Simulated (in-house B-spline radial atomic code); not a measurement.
Computed with a B-spline radial atomic code. Model: two electrons, singlet ground state, non-relativistic, full CI in B-splines with partial waves to l = 8 (at full coupling up to 3e-4 hartree above the limit, correlation up to 0.6 % small), density held at that of full coupling by Lieb maximisation.

Along the adiabatic connection the electron repulsion is scaled by a coupling λ while a local potential keeps the density fixed. At λ = 0 the system is the Kohn-Sham one and W equals the exchange energy; the exchange-correlation energy is the area under W between 0 and 1. The kinetic energy rises with λ as the electrons avoid each other, with dT/dλ = −λ dW/dλ.

Command:
```bash
python run_ac.py task.json out
```
Settings (lengths in bohr, energies in hartree):
```
potential              gauss
strength               8.73
lmax                   8
second                 10.6
```

Cost of the run: 98 s on 1 thread of Intel(R) Xeon(R) Processor @ 2.30GHz, on a shared host.

**W = mean repulsion less Hartree energy, and W of three functionals.**

Given: confinement Gaussian well; well depth 8.73 hartree; well width 10.6 bohr; external potential -V exp(-r^2/w^2).

Computed: LDA exchange minus exact 64.083 millihartree; PBE exchange minus exact 18.973 millihartree.

```csv
coupling,W xc (hartree),W xc minus exchange (millihartree),kinetic minus Kohn-Sham (millihartree),LDA (PW92) W minus its exchange (millihartree),PBE W minus its exchange (millihartree),SCAN W minus its exchange (millihartree)
0,-0.44515,0,0,0,0,0
0.02,-0.44715,-2.001,0.02,-10.06,-3.29,-1.88
0.05,-0.45008,-4.924,0.12,-19.91,-7.82,-4.58
0.12,-0.45655,-11.394,0.67,-36.57,-17.1,-10.49
0.25,-0.46738,-22.227,2.66,-58.39,-31.36,-20.35
0.4,?,?,?,?,?,?
0.6,-0.49047,-45.322,12.25,-95.83,-59.47,-41.77
0.8,-0.50068,-55.529,19.36,-110.74,-71.58,-51.6
1,-0.5093,-64.144,27.09,-123.02,-81.85,-60.13
1.4,-0.523,-77.849,43.4,-142.38,-98.49,-74.24
2,?,?,?,?,?,?
3,-0.55365,-108.49,107.32,-187.22,-138.6,-108.32
4.5,-0.56797,-122.82,160.1,-209.97,-159.55,-124.94
7,-0.58146,-136.31,235.93,-232.91,-180.96,-139.97
10,-0.59077,-145.62,313.91,-249.77,-196.82,-149.36
```

(1) What belongs in the row 0.4?

(2) What belongs in the row 2?

(3) What is the SCAN exchange minus exact?

**Energy parts, natural occupations and partial-wave weights.**

Computed: total energy -15.8628 hartree; exchange energy -0.44515 hartree; correlation energy -0.037052 hartree; initial slope twice GL2 -0.10111 hartree; Hartree energy 0.8903 hartree; Kohn-Sham kinetic 0.4738 hartree; Lieb Oxford ratio E_xc over LDA exchange 1.2654.

```
natural  occupation of the shell (electrons)
      s                               1.9359
      p                             0.059037
      s                            0.0032124
      d                                    ?
      p                           0.00028583
      f                           0.00013918
```

(4) What belongs in the row d?

| wave | weight |
| --- | --- |
| s | 0.96959 |
| p | 0.029669 |
| d | 0.00064514 |
| f | ? |
| g | 1.6511e-05 |

(5) What belongs in the row f?

(6) What is the kinetic part over minus potential part?

(7) What is the kinetic part of the DFT correlation energy?

Results:

(1) W xc (hartree): -0.47824; W xc minus exchange (millihartree): -33.084; kinetic minus Kohn-Sham (millihartree): 6.17; LDA (PW92) W minus its exchange (millihartree): -76.91; PBE W minus its exchange (millihartree): -44.8; SCAN W minus its exchange (millihartree): -30.31.

(2) W xc (hartree): -0.53772; W xc minus exchange (millihartree): -92.565; kinetic minus Kohn-Sham (millihartree): 68.15; LDA (PW92) W minus its exchange (millihartree): -163.45; PBE W minus its exchange (millihartree): -117.1; SCAN W minus its exchange (millihartree): -90.2.

(3) 0.93467 millihartree.

(4) occupation of the shell (electrons): 0.001238.

(5) weight: 7.6512e-05.

(6) 0.42236.

(7) 0.027092 hartree.

Half-way to full coupling W has made 61 % of its drop, against 50 % for a straight line, and second-order (GL2) theory, half the initial slope, overshoots the correlation energy by about 36 %: a marked bend. Over couplings 0 to 1 the errors in E_xc come to about +21 millihartree for LDA, +7.1 millihartree for PBE, +3.7 millihartree for SCAN, so SCAN is nearest. In LDA and PBE the errors of exchange and correlation have opposite signs, so the sum is smaller than the larger of the two.
